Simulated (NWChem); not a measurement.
System: CH$_{4}$CdO$_{2}$; SMILES C[O][Cd][OH]

Input file for NWChem:

```
start job
memory heap 200 mb stack 900 mb global 1100 mb
geometry units angstroms noautoz
  Cd    -0.676406     0.455867     0.004200
  O     -1.403467     2.277192     0.004574
  H     -0.702294     2.938627    -0.007227
  O      0.077807    -1.358544     0.003558
  C     -0.693326    -2.515242     0.000985
  H     -1.344264    -2.623051    -0.892300
  H     -0.019894    -3.393501     0.002501
  H     -1.349231    -2.623879     0.890515
end
basis spherical
  * library def2-svp
end
ecp
  Cd library def2-ecp
end
dft
  xc xpbe96 cpbe96
  iterations 150
  vectors input atomic output neutral.movecs
end
task dft energy
charge 1
dft
  odft
  mult 2
  vectors input atomic output cation.movecs
end
task dft energy
```

Excerpt of the output:

```
             Northwest Computational Chemistry Package (NWChem) 7.3.0
             --------------------------------------------------------

 C1  symmetry detected

                             Geometry "geometry" -> ""
                             -------------------------

 Output coordinates in angstroms (scale by  1.889725989 to convert to a.u.)

  No.       Tag          Charge          X              Y              Z
 ---- ---------------- ---------- -------------- -------------- --------------
    1 Cd                  48.0000     0.06824744     0.33506095     0.00032475
    2 O                    8.0000    -0.32590587     2.25612465     0.00020084
    3 H                    1.0000     0.48099284     2.78339936    -0.01302650
    4 O                    8.0000     0.49034642    -1.58399021     0.00014017
    5 C                    6.0000    -0.47285503    -2.58641003    -0.00052567
    6 H                    1.0000    -1.13386018    -2.57811547    -0.89288466
    7 H                    1.0000     0.03497883    -3.56974863     0.00081382
    8 H                    1.0000    -1.13638273    -2.57707612     0.88993537

 Effective nuclear repulsion energy (a.u.)     346.9365790359

 Summary of "ao basis" -> "ao basis" (spherical)
 ------------------------------------------------------------------------------
       Tag                 Description            Shells   Functions and Types
 ---------------- ------------------------------  ------  ---------------------
 Cd                         def2-svp                11       31   5s3p2d1f
 O                          def2-svp                 6       14   3s2p1d
 H                          def2-svp                 3        5   2s1p
 C                          def2-svp                 6       14   3s2p1d

            General Information
            -------------------
          SCF calculation type: DFT
          Wavefunction type:  closed shell.
          No. of atoms     :     8
          No. of electrons :    46
           Alpha electrons :    23
            Beta electrons :    23
          Charge           :     0
          Spin multiplicity:     1
          Use of symmetry is: off; symmetry adaption is: off
          Maximum number of iterations: 150
          AO basis - number of functions:    93
                     number of shells:    41
          Convergence on energy requested:  1.00D-06
          Convergence on density requested:  1.00D-05
          Convergence on gradient requested:  5.00D-04

              XC Information
              --------------
          PerdewBurkeErnzerhof Exchange Functional  1.000
            Perdew 1991 LDA Correlation Functional  1.000 local
           PerdewBurkeErnz. Correlation Functional  1.000 non-local

             Grid Information
             ----------------
          Grid used for XC integration:  medium
          Radial quadrature: Mura-Knowles
          Angular quadrature: Lebedev.
          Tag              B.-S. Rad. Rad. Pts. Rad. Cut. Ang. Pts.
          ---              ---------- --------- --------- ---------
          Cd                  1.55      123          11.0       590
          O                   0.60       49          14.0       434
          H                   0.35       45          14.0       434
          C                   0.70       49          13.0       434
          Grid pruning is: on
          Number of quadrature shells:   450
          Spatial weights used:  Erf1

      Superposition of Atomic Density Guess
      -------------------------------------

 Sum of atomic energies:        -380.97792032

      Non-variational initial energy
      ------------------------------

 Total energy =    -356.857952
 1-e energy   =    -908.911609
 2-e energy   =     374.618757
 HOMO         =      -0.358466
 LUMO         =      -0.095799

   convergence    iter        energy       DeltaE   RMS-Dens  Diis-err
 ---------------- ----- ----------------- --------- --------- ---------
 d= 0,ls=0.0,diis     1   -358.1604504751 -5.36D+02  3.22D-02  1.13D+00
 d= 0,ls=0.0,diis     2   -357.0658931140  1.09D+00  2.25D-02  1.05D+01
 d= 0,ls=0.0,diis     3   -358.2916791858 -1.23D+00  6.31D-03  1.51D-01
 d= 0,ls=0.0,diis     4   -358.2710529585  2.06D-02  3.93D-03  3.62D-01
 d= 0,ls=0.0,diis     5   -358.3083843965 -3.73D-02  8.39D-04  7.64D-03
  Resetting Diis
 d= 0,ls=0.0,diis     6   -358.3091183904 -7.34D-04  2.67D-04  9.53D-04
 d= 0,ls=0.0,diis     7   -358.3092428134 -1.24D-04  8.37D-05  1.76D-05
 d= 0,ls=0.0,diis     8   -358.3092358616  6.95D-06  6.41D-05  8.27D-05
 d= 0,ls=0.0,diis     9   -358.3092442358 -8.37D-06  1.83D-05  4.71D-06
 d= 0,ls=0.0,diis    10   -358.3092447160 -4.80D-07  6.03D-06  5.10D-07

         Total DFT energy =     -358.309244716003
      One electron energy =     -911.391493705178
           Coulomb energy =      414.951961871365
    Exchange-Corr. energy =      -39.304612838106
 Nuclear repulsion energy =      177.434899955917

 Numeric. integr. density =       45.999984738606

                       DFT Final Molecular Orbital Analysis
                       ------------------------------------

 Vector   21  Occ=2.000000D+00  E=-2.308023D-01
              MO Center= -2.4D-01,  1.7D+00, -1.7D-03, r^2= 2.6D+00
   Bfn.  Coefficient  Atom+Function         Bfn.  Coefficient  Atom+Function
  ----- ------------  ---------------      ----- ------------  ---------------
    37      0.573137  2 O  pz                40      0.435152  2 O  pz
    56      0.165653  4 O  pz                14      0.146744  1 Cd pz
    59      0.127954  4 O  pz                16     -0.120743  1 Cd d -1
    11      0.101488  1 Cd pz                 8     -0.085993  1 Cd pz
    79      0.072121  6 H  s                 70     -0.069991  5 C  pz

 Vector   22  Occ=2.000000D+00  E=-2.228507D-01
              MO Center=  2.0D-01, -1.7D+00,  2.2D-03, r^2= 2.5D+00
   Bfn.  Coefficient  Atom+Function         Bfn.  Coefficient  Atom+Function
  ----- ------------  ---------------      ----- ------------  ---------------
    54      0.428530  4 O  px                57      0.321828  4 O  px
     4     -0.301611  1 Cd s                 55     -0.269173  4 O  py
    84     -0.235765  7 H  s                 58     -0.194516  4 O  py
    68     -0.181709  5 C  px                85     -0.166071  7 H  s
     2      0.159163  1 Cd s                 89      0.128407  8 H  s

 Vector   23  Occ=2.000000D+00  E=-1.974026D-01
              MO Center=  1.1D-01, -1.3D+00, -3.6D-04, r^2= 2.9D+00
   Bfn.  Coefficient  Atom+Function         Bfn.  Coefficient  Atom+Function
  ----- ------------  ---------------      ----- ------------  ---------------
    56      0.547511  4 O  pz                59      0.416124  4 O  pz
    37     -0.216340  2 O  pz                79      0.191852  6 H  s
    89     -0.191139  8 H  s                 16      0.189587  1 Cd d -1
    80      0.171613  6 H  s                 90     -0.171466  8 H  s
    40     -0.164973  2 O  pz                70     -0.144688  5 C  pz

 Vector   24  Occ=0.000000D+00  E=-7.790533D-02
              MO Center=  9.8D-02,  4.2D-01, -5.0D-04, r^2= 4.5D+00
   Bfn.  Coefficient  Atom+Function         Bfn.  Coefficient  Atom+Function
  ----- ------------  ---------------      ----- ------------  ---------------
     5      0.737756  1 Cd s                  4      0.306352  1 Cd s
    34     -0.298786  2 O  s                 19     -0.282470  1 Cd d  2
    53     -0.281028  4 O  s                  2     -0.272033  1 Cd s
    36      0.242561  2 O  py                55     -0.227542  4 O  py
    39      0.189346  2 O  py                58     -0.173794  4 O  py

 Vector   25  Occ=0.000000D+00  E=-3.099489D-02
              MO Center= -1.1D-02,  2.8D-01,  1.8D-03, r^2= 5.7D+00
   Bfn.  Coefficient  Atom+Function         Bfn.  Coefficient  Atom+Function
  ----- ------------  ---------------      ----- ------------  ---------------
    12      0.799003  1 Cd px                13      0.364372  1 Cd py
    67      0.329997  5 C  s                  9      0.298629  1 Cd px
     6     -0.236795  1 Cd px                35     -0.138299  2 O  px
    85     -0.121007  7 H  s                 38     -0.108636  2 O  px
    66      0.102281  5 C  s                 54     -0.097396  4 O  px

 Vector   26  Occ=0.000000D+00  E=-1.899679D-02
              MO Center=  1.9D-02,  2.8D-01, -1.4D-03, r^2= 5.8D+00
   Bfn.  Coefficient  Atom+Function         Bfn.  Coefficient  Atom+Function
  ----- ------------  ---------------      ----- ------------  ---------------
    14      0.833347  1 Cd pz                11      0.288609  1 Cd pz
     8     -0.229671  1 Cd pz                37     -0.188769  2 O  pz
    40     -0.180627  2 O  pz                73     -0.161893  5 C  pz
    80     -0.158124  6 H  s                 90      0.155705  8 H  s
    56     -0.149309  4 O  pz                59     -0.129944  4 O  pz

     Multipole analysis of the density
     ---------------------------------

     L   x y z        total         alpha         beta         nuclear
     -   - - -        -----         -----         ----         -------
     0   0 0 0      0.000000    -23.000000    -23.000000     46.000000

     1   1 0 0      0.152830      1.881981      1.881981     -3.611131
     1   0 1 0      0.093238      8.911046      8.911046    -17.728855
     1   0 0 1     -0.006647      0.005268      0.005268     -0.017183

     2   2 0 0    -28.216392    -26.638207    -26.638207     25.060022
     2   1 1 0      5.404013     -2.235194     -2.235194      9.874401
     2   1 0 1     -0.015672     -0.002163     -0.002163     -0.011346
     2   0 2 0    -30.774400   -259.922655   -259.922655    489.070911
     2   0 1 1     -0.047037      0.009428      0.009428     -0.065893
     2   0 0 2    -28.439069    -17.057464    -17.057464      5.675859

                                 NWChem DFT Module
                                 -----------------

            General Information
            -------------------
          SCF calculation type: DFT
          Wavefunction type:  spin polarized.
          No. of atoms     :     8
          No. of electrons :    45
           Alpha electrons :    23
            Beta electrons :    22
          Charge           :     1
          Spin multiplicity:     2
          Use of symmetry is: off; symmetry adaption is: off
          Maximum number of iterations: 150
          AO basis - number of functions:    93
                     number of shells:    41
          Convergence on energy requested:  1.00D-06
          Convergence on density requested:  1.00D-05
          Convergence on gradient requested:  5.00D-04

              XC Information
              --------------
          PerdewBurkeErnzerhof Exchange Functional  1.000
            Perdew 1991 LDA Correlation Functional  1.000 local
           PerdewBurkeErnz. Correlation Functional  1.000 non-local

             Grid Information
             ----------------
          Grid used for XC integration:  medium
          Radial quadrature: Mura-Knowles
          Angular quadrature: Lebedev.
          Tag              B.-S. Rad. Rad. Pts. Rad. Cut. Ang. Pts.
          ---              ---------- --------- --------- ---------
          Cd                  1.55      123          11.0       590
          O                   0.60       49          14.0       434
          H                   0.35       45          14.0       434
          C                   0.70       49          13.0       434
          Grid pruning is: on
          Number of quadrature shells:   450
          Spatial weights used:  Erf1

      Superposition of Atomic Density Guess
      -------------------------------------

 Sum of atomic energies:        -380.97792032

 Renormalizing density from      46.00 to     45

      Non-variational initial energy
      ------------------------------

 Total energy =    -353.209735
 1-e energy   =    -889.152661
 2-e energy   =     358.508026
 HOMO         =      -0.636275
 LUMO         =      -0.375655

   convergence    iter        energy       DeltaE   RMS-Dens  Diis-err
 ---------------- ----- ----------------- --------- --------- ---------
 d= 0,ls=0.0,diis     1   -357.6614338140 -5.35D+02  4.77D-02  5.76D-01
                                                     2.13D-02  6.22D-01
 d= 0,ls=0.0,diis     2   -353.2257927853  4.44D+00  4.66D-02  5.81D+00
                                                     1.93D-02  5.58D+00
 d= 0,ls=0.0,diis     3   -357.4476219832 -4.22D+00  7.05D-03  1.19D+00
                                                     1.20D-02  9.83D-01
 d= 0,ls=0.0,diis     4   -357.7383299050 -2.91D-01  3.00D-03  4.60D-01
                                                     9.79D-03  4.09D-01
 d= 0,ls=0.0,diis     5   -357.9137784978 -1.75D-01  1.75D-03  1.31D-01
                                                     6.79D-03  1.13D-01
  Resetting Diis
 d= 0,ls=0.0,diis     6   -357.9627601030 -4.90D-02  4.24D-04  3.42D-02
                                                     3.45D-03  4.65D-02
 d= 0,ls=0.0,diis     7   -357.9861746731 -2.34D-02  2.21D-03  6.07D-03
                                                     8.47D-03  6.98D-03
 d= 0,ls=0.0,diis     8   -357.6673023397  3.19D-01  1.97D-03  5.68D-01
                                                     7.61D-03  4.54D-01
 d= 0,ls=0.0,diis     9   -357.9889833080 -3.22D-01  2.78D-04  1.42D-03
                                                     7.29D-04  1.73D-03
 d= 0,ls=0.0,diis    10   -357.9895067163 -5.23D-04  9.34D-05  5.77D-04
                                                     2.89D-04  6.76D-04
 d= 0,ls=0.0,diis    11   -357.9898607078 -3.54D-04  3.89D-05  3.31D-05
                                                     9.49D-05  3.21D-05
 d= 0,ls=0.0,diis    12   -357.9898466371  1.41D-05  9.77D-06  4.18D-05
                                                     9.53D-05  5.22D-05
 d= 0,ls=0.0,diis    13   -357.9898737822 -2.71D-05  3.45D-06  8.27D-07
                                                     2.40D-05  1.15D-06
 d= 0,ls=0.0,diis    14   -357.9898741363 -3.54D-07  1.15D-06  5.50D-07
                                                     4.50D-06  6.88D-07

         Total DFT energy =     -357.989874136268
      One electron energy =     -900.277057041585
           Coulomb energy =      403.817679851437
    Exchange-Corr. energy =      -38.965396902036
 Nuclear repulsion energy =      177.434899955917

 Numeric. integr. density =       44.999984608460

                    DFT Final Alpha Molecular Orbital Analysis
                    ------------------------------------------

 Vector   21  Occ=1.000000D+00  E=-4.952973D-01
              MO Center= -2.0D-01, -3.9D-01,  8.3D-04, r^2= 5.5D+00
   Bfn.  Coefficient  Atom+Function         Bfn.  Coefficient  Atom+Function
  ----- ------------  ---------------      ----- ------------  ---------------
    56      0.404910  4 O  pz                37      0.396024  2 O  pz
    59      0.286259  4 O  pz                40      0.278327  2 O  pz
    70     -0.226162  5 C  pz                79      0.207009  6 H  s
    89     -0.206618  8 H  s                 80      0.099822  6 H  s
    90     -0.098309  8 H  s                 11      0.084395  1 Cd pz

 Vector   22  Occ=1.000000D+00  E=-4.806213D-01
              MO Center= -1.9D-01,  5.9D-01, -2.6D-04, r^2= 5.0D+00
   Bfn.  Coefficient  Atom+Function         Bfn.  Coefficient  Atom+Function
  ----- ------------  ---------------      ----- ------------  ---------------
    37      0.508654  2 O  pz                40      0.354626  2 O  pz
    56     -0.353750  4 O  pz                59     -0.242787  4 O  pz
    16     -0.223199  1 Cd d -1              70      0.153854  5 C  pz
    79     -0.154597  6 H  s                 89      0.154191  8 H  s
    80     -0.071984  6 H  s                 90      0.072334  8 H  s

[...]
```

Level: PBE/def2-SVP with def2 effective core potentials on Cd, vertical spin-unrestricted ions. All runs use the structure optimised with PBE0/def2-SVP. Not confirmed as a minimum by frequencies. def2 effective core potentials on Cd; no spin-orbit coupling.
